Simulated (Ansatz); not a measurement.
Basis sets compared for [Al(OH)4]- (AlO4H4⁻). Charge -1, multiplicity 1. Geometry r2SCAN-D4/def2-SVPD. Ansatz on 4 threads of Arm Neoverse V1 on a shared host; times are rough, and most runs start from earlier orbitals.

Cartesian coordinates in Å:
```
Al 0.000 0.000 0.000
O 1.445 1.047 0.126
H 1.229 1.933 0.431
O 0.365 -1.160 -1.311
H 1.010 -0.817 -1.935
O -1.378 1.115 -0.232
H -2.198 0.764 0.126
O -0.431 -1.002 1.417
H -0.041 -1.880 1.377
```

```
            level  functions  energy (Eh)  HOMO (eV)  LUMO (eV)  wall time
 PBE-D4/def2-SVPD        148    -545.2946      -1.47       3.08      1.4 s
PBE0-D4/def2-SVPD        148    -545.3109      -3.11       3.68      1.6 s
```

Estimate the rows for PBE-D4/def2-TZVPD, PBE0-D4/def2-TZVPD.


| level | functions | energy (Eh) | HOMO (eV) | LUMO (eV) | wall time |
| --- | --- | --- | --- | --- | --- |
| PBE-D4/def2-TZVPD | 239 | -545.7232 | -1.42 | 2.86 | 2.2 s |
| PBE0-D4/def2-TZVPD | 239 | -545.7382 | -3.05 | 3.40 | 3.1 s |
